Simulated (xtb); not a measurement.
H$_{9}$N$_{3}$Si$_{3}$, triplet, at the geometry of the source list (a higher spin typed on purpose: for a closed-shell molecule this is an excited state); xtb with GFN1-xTB.

xtb was given this input:
```
$ xtb mol.xyz --gfn 1 --uhf 2 --json

# file mol.xyz
15

Si     1.66910000    -0.43420000    -0.53010000
N      0.51200000    -1.52140000     0.14690000
Si    -1.17660000    -1.29940000     0.42870000
N     -1.44110000     0.39700000     0.60300000
Si    -0.53150000     1.72390000    -0.02190000
N      1.08550000     1.16520000    -0.24950000
H      1.83960000    -0.68320000    -1.97510000
H      2.94000000    -0.60000000     0.18600000
H      0.82120000    -2.47620000     0.20070000
H     -1.97060000    -1.84090000    -0.69110000
H     -1.52980000    -1.95840000     1.69200000
H     -2.34960000     0.64340000     0.95660000
H     -0.51910000     2.79450000     0.98200000
H     -1.10540000     2.19850000    -1.29570000
H      1.75630000     1.89130000    -0.43250000
```

Question: What does xtb print? Leave out banner, timings and long lists.

Answer: 
```
   ID    Z sym.   atoms
    1   14 Si     1, 3, 5
    2    7 N      2, 4, 6
    3    1 H      7-15

           -------------------------------------------------
          |                Calculation Setup                |
           -------------------------------------------------

           -------------------------------------------------
          |                 G F N 1 - x T B                 |
           -------------------------------------------------

          ...................................................
          :                      SETUP                      :
          :.................................................:
          :  # basis functions                  60          :
          :  # atomic orbitals                  57          :
          :  # shells                           33          :
          :  # electrons                        36          :
          :  # halogen bonds                     0          :
          :  max. iterations                   250          :
          :  Hamiltonian                  GFN1-xTB          :
          :  restarted?                      false          :
          :  GBSA solvation                  false          :
          :  PC potential                    false          :
          :  electronic temp.          300.0000000     K    :
          :  accuracy                    1.0000000          :
          :  -> integral cutoff          0.2500000E+02      :
          :  -> integral neglect         0.1000000E-07      :
          :  -> SCF convergence          0.1000000E-05 Eh   :
          :  -> wf. convergence          0.2000000E-04 e    :
          :  Broyden damping             0.4000000          :
          :  net charge                          0          :
          :  unpaired electrons                  2          :
          ...................................................

 iter      E             dE          RMSdq      gap      omega  full diag
   1    -20.1121818 -0.201122E+02  0.673E+00    0.00       0.0  T
   2    -20.1881350 -0.759531E-01  0.420E+00    0.02       1.0  T
   3    -20.1198141  0.683209E-01  0.186E+00    0.20       1.0  T
   4    -19.9201291  0.199685E+00  0.267E+00    0.47       1.0  T
   5    -20.1336232 -0.213494E+00  0.112E+00    0.18       1.0  T
   6    -20.1624818 -0.288586E-01  0.801E-01    0.10       1.0  T
   7    -20.1834454 -0.209636E-01  0.494E-01    0.05       1.0  T
   8    -20.1934206 -0.997517E-02  0.217E-01    0.03       1.0  T
[...]
         :: total energy             -20.004105740307 Eh    ::
[...]
     6N    -0.35353 -0.63087   1.469  3.885  0.000
     7H    -0.04853  0.03972   1.049  0.000  0.000
     8H    -0.06221  0.02817   1.062  0.000  0.000
     9H     0.15788  0.36395   0.842  0.000  0.000
    10H    -0.04848  0.03987   1.048  0.000  0.000
    11H    -0.06228  0.02814   1.062  0.000  0.000
    12H     0.15908  0.36488   0.841  0.000  0.000
    13H    -0.06264  0.02784   1.063  0.000  0.000
    14H    -0.04855  0.03985   1.049  0.000  0.000
    15H     0.15883  0.36476   0.841  0.000  0.000

Wiberg/Mayer (AO) data.
largest (>0.10) Wiberg bond orders for each atom

 ---------------------------------------------------------------------------
     #   Z sym  total        # sym  WBO       # sym  WBO       # sym  WBO
 ---------------------------------------------------------------------------
     1  14 Si   4.483 --     6 N    1.141     2 N    1.141     8 H    0.896
                             7 H    0.874     3 Si   0.122     5 Si   0.121
     2   7 N    3.423 --     1 Si   1.141     3 Si   1.140     9 H    0.869
     3  14 Si   4.482 --     4 N    1.141     2 N    1.140    11 H    0.896
                            10 H    0.875     1 Si   0.122     5 Si   0.121
     4   7 N    3.423 --     5 Si   1.141     3 Si   1.141    12 H    0.869
     5  14 Si   4.481 --     4 N    1.141     6 N    1.141    13 H    0.896
                            14 H    0.875     1 Si   0.121     3 Si   0.121
     6   7 N    3.423 --     1 Si   1.141     5 Si   1.141    15 H    0.869
     7   1 H    0.991 --     1 Si   0.874
     8   1 H    0.991 --     1 Si   0.896
     9   1 H    1.012 --     2 N    0.869
    10   1 H    0.991 --     3 Si   0.875
    11   1 H    0.991 --     3 Si   0.896
    12   1 H    1.010 --     4 N    0.869
    13   1 H    0.991 --     5 Si   0.896
    14   1 H    0.991 --     5 Si   0.875
    15   1 H    1.010 --     6 N    0.869
 ---------------------------------------------------------------------------

Topologies differ in total number of bonds
Writing topology from bond orders to xtbtopo.mol

 dipole moment from electron density (au)
     X       Y       Z
  -0.0789  -0.0127  -0.2439  total (Debye):    0.652

           -------------------------------------------------
          | TOTAL ENERGY              -20.004105740307 Eh   |
          | GRADIENT NORM               0.087535624313 Eh/α |
          | HOMO-LUMO GAP               0.001288431726 eV   |
           -------------------------------------------------

normal termination of xtb
```
